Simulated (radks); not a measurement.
Problem. Cd22+, 26 electrons, occupied as [Ar] 3d8. Method: Dirac Kohn-Sham, BLYP, spin-unpolarised, spherical densities, finite nucleus; open shells fill j = l - 1/2 first; Fermi nuclear charge, rms radius 4.6087 fm; computed with a radial shooting solver on a logarithmic mesh with Libxc functionals. Some entries of the table are withheld. Estimate them.

orbital  occ.  eigenvalue (eV)  <r> (bohr)  <r^2> (bohr^2)
1s1/2       2        -27255.71     0.03039        0.001249
2s1/2       2        -4663.205      0.1309         0.02026
2p1/2       2        -4395.736      0.1109             (1)
2p3/2       4        -4202.207      0.1160             (2)
3s1/2       2        -1398.571      0.3473          0.1377
3p1/2       2              (3)      0.3365             (4)
3p3/2       4              (5)      0.3463             (6)
3d3/2       4        -1072.597         (7)             (8)
3d5/2       4        -1064.649         (9)            (10)
4s1/2       0        -645.3744      0.7261          0.5914
4p1/2       0        -604.6499      0.7343          0.6085
4p3/2       0        -593.8309      0.7488          0.6323

Solution. 
(1) 2p1/2 <r^2> (bohr^2): 0.01510
(2) 2p3/2 <r^2> (bohr^2): 0.01640
(3) 3p1/2 eigenvalue (eV): -1292.668
(4) 3p1/2 <r^2> (bohr^2): 0.1312
(5) 3p3/2 eigenvalue (eV): -1255.191
(6) 3p3/2 <r^2> (bohr^2): 0.1387
(7) 3d3/2 <r> (bohr): 0.3131
(8) 3d3/2 <r^2> (bohr^2): 0.1153
(9) 3d5/2 <r> (bohr): 0.3161
(10) 3d5/2 <r^2> (bohr^2): 0.1173
